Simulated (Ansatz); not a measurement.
BH₅O₂SSi (`OB(S)O[SiH3]`). The species carries charge 0 and has multiplicity 1.

```xyz
10

O     2.089   -0.109   -1.282
B     1.130   -0.121   -0.320
S     1.616   -0.476    1.415
O    -0.139    0.135   -0.711
Si   -1.670    0.278   -0.147
H     2.974   -0.295   -0.963
H     0.389   -0.377    1.949
H    -2.158    1.645   -0.445
H    -2.520   -0.731   -0.822
H    -1.711    0.052    1.325
```

Question: What are the harmonic wavenumbers in cm⁻¹ at PBE0-D4/def2-TZVP (Ansatz, finite differences of forces, unscaled)? (An estimate is asked.)

Answer: Computed: 29, 77, 125, 274, 305, 390, 515, 544, 576, 728, 728, 815, 866, 950, 956, 981, 1068, 1263, 1462, 2207, 2251, 2254, 2718, 3910.

Question: Is this a minimum?

Answer: Yes, all 24 modes are real.

Question: Give the ideal-gas thermochemistry at 298.15 K and 1 bar (rigid rotor, harmonic oscillator; point group Cs, symmetry number 1).

Answer: Zero-point energy 155.5 kJ/mol; H(298) − E = 177.5 kJ/mol; entropy 366.1 J/(mol·K), of which translation 167.2, rotation 115.7, vibration 83.2; G(298) − E = 68.4 kJ/mol. Modes under 100 cm⁻¹ are hindered rotations or soft bends, so the harmonic entropy is rough.

Question: And at 400, 500, 600, 800 and 1000 K?

Answer: 
```json
{"T (K)": "400", "H − E (kJ/mol)": "190.0", "S (J/mol/K)": "402.1", "G − E (kJ/mol)": "29.2"}
{"T (K)": "500", "H − E (kJ/mol)": "204.1", "S (J/mol/K)": "433.5", "G − E (kJ/mol)": "-12.6"}
{"T (K)": "600", "H − E (kJ/mol)": "219.6", "S (J/mol/K)": "461.7", "G − E (kJ/mol)": "-57.4"}
{"T (K)": "800", "H − E (kJ/mol)": "253.8", "S (J/mol/K)": "510.7", "G − E (kJ/mol)": "-154.8"}
{"T (K)": "1000", "H − E (kJ/mol)": "290.9", "S (J/mol/K)": "552.1", "G − E (kJ/mol)": "-261.2"}
```
